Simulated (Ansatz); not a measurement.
Ge₂H₃. Total charge 0; doublet. Geometry r2SCAN-D4/def2-TZVP; atoms count from 1.

```xyz
5

Ge   -0.2919   -0.5594   -0.1441
Ge    1.1836    0.7994    1.1768
H    -0.5525   -2.0582    0.1307
H     0.8119    2.0141    0.2151
H    -1.1510   -0.1959   -1.3785
```

The structure comes from a short search, and lower isomers may exist.

Problem. Estimate the Mulliken populations from the PBE0/def2-TZVP orbitals of Ansatz.

Solution. 
```json
{"atom": "Ge1", "charge (e)": "0.02", "spin (α − β)": "0.71"}
{"atom": "Ge2", "charge (e)": "-0.05", "spin (α − β)": "0.36"}
{"atom": "H3", "charge (e)": "0.02", "spin (α − β)": "-0.02"}
{"atom": "H4", "charge (e)": "0.00", "spin (α − β)": "-0.02"}
{"atom": "H5", "charge (e)": "0.02", "spin (α − β)": "-0.02"}
```
Mulliken values depend strongly on the basis.

Problem. Where does the spin sit?

Solution. Summed by element: Ge 1.07, H -0.07, of 1 unpaired in all. Largest on single atoms: Ge1 0.71, Ge2 0.36, H3 -0.02.

Problem. And the Mayer bond orders between heavy atoms (over 0.3)?

Solution. Ge1–Ge2 1.37 (2.40 Å).
